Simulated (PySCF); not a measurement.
Working out the ionisation energy of Ge⁺

Ge⁺ [Ar] 3d10 4s2 4p1 (2P) → Ge²⁺ [Ar] 3d10 4s2 (1S). All numbers are calculated (PySCF 2.14, the non-relativistic Hamiltonian (point nucleus), in 6-31G* (5s4p3d, 32 functions)). Frozen: [Ar] 3d10. Energies in hartree (1 hartree = 27.21139 eV):

| part | Ge⁺ (lower) | Ge²⁺ (upper) |
| --- | --- | --- |
| UHF | -2074.762095 | -2074.199037 |
| CCSD correlation | -0.045865 | -0.037132 |
| (T) | -0.000459 | 0.000000 |

What does Hartree-Fock give?

(-2074.199037) − (-2074.762095) = 0.563058 hartree = 15.322 eV.

What do CCSD and CCSD(T) give?

The CCSD correlation energies differ by 0.008733 hartree = 0.238 eV and the triples by 0.000459 hartree = 0.012 eV, so CCSD gives 15.560 eV and CCSD(T) 15.572 eV.

Measured between the centres of the two terms (NIST): 15.789 eV, so CCSD(T) (valence) is off by -0.217 eV.

The calculation is non-relativistic.

What remains against the reference includes basis incompleteness, the frozen core and higher excitations.
